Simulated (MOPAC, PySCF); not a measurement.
H2GeS, SMILES `[SH][GeH]` (lower singlet; H–S–Ge–H torsion 180°), neutral singlet in the gas phase. This singlet lies 1.71 eV below the relaxed triplet at the level composite: frozen-core CCSD(T) with HF/cc-pVQZ and the correlation energy extrapolated as X^-3 from cc-pVTZ and cc-pVQZ, plus CCSDT(Q) minus CCSD(T) in cc-pVDZ // PBE0-D3(BJ)/def2-TZVP (Ansatz).

Cartesian coordinates (Å):
```xyz
4

S     -0.8413    -0.3994     0.5112
Ge     0.8254     0.4875    -0.6417
H     -1.8332     0.0731    -0.2641
H      1.8490    -0.1611     0.3946
```
Charge 0, spin multiplicity 1.

All levels are single points at this geometry (PBE0-D3(BJ)/def2-TZVP); Pople sets use spherical d functions. Orbital energies aren't observables, and empty levels follow the basis.

| level | HOMO (eV) | LUMO (eV) | gap (eV) | dipole (D) | vertical IE, Delta-SCF (eV) |
|---|---|---|---|---|---|
| PBE0-D3(BJ)/def2-TZVP in PySCF | -6.99 | -2.55 | 4.44 | 1.01 | – |
| B3LYP/6-311+G** (LANL2DZ on Ge) in PySCF | -6.79 | -2.84 | 3.95 | 1.13 | – |
| B3LYP/LANL2DZ in PySCF | -6.76 | -2.84 | 3.91 | 1.54 | – |
| M06-2X/6-31G* in PySCF | -8.00 | -1.67 | 6.33 | 1.01 | – |
| PBE/6-31G* in PySCF | -5.94 | -3.31 | 2.64 | 0.89 | 9.16 |
| SVWN5/6-31G* in PySCF | -6.03 | -3.49 | 2.54 | 0.86 | 9.32 |
| HF/STO-3G in PySCF | -6.13 | 4.79 | 10.93 | 0.60 | – |
| AM1 in MOPAC | -8.60 | -2.02 | 6.58 | 0.91 | – |
| PM7 in MOPAC | -8.46 | -1.65 | 6.81 | 1.98 | – |
